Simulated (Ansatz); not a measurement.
Basis-set series for `FC1CC=CC1(F)F`. Charge 0, multiplicity 1. All single points use the PBE0-D4/def2-TZVP geometry.

| functional | basis | functions | energy (Eh) | HOMO (eV) | LUMO (eV) |
| --- | --- | --- | --- | --- | --- |
| PBE0-D4 | def2-SVP | 137 | -492.17384 | -8.21 | -0.44 |
| PBE0-D4 | def2-TZVPP | 318 | -492.74959 | -8.24 | -0.58 |
| ωB97M-V | def2-SVP | 137 | -492.51656 | -10.46 | 1.81 |
| ωB97M-V | def2-TZVPP | 318 | -493.10883 | -10.50 | 1.58 |

Question: Give the rows for def2-QZVPP. (An estimate is asked.)

Answer: Computed: 
```tsv
functional	basis	functions	energy (Eh)	HOMO (eV)	LUMO (eV)
PBE0-D4	def2-QZVPP	606	-492.77476	-8.27	-0.64
ωB97M-V	def2-QZVPP	606	-493.13260	-10.53	1.47
```

Positive LUMOs are unbound and depend on the basis.
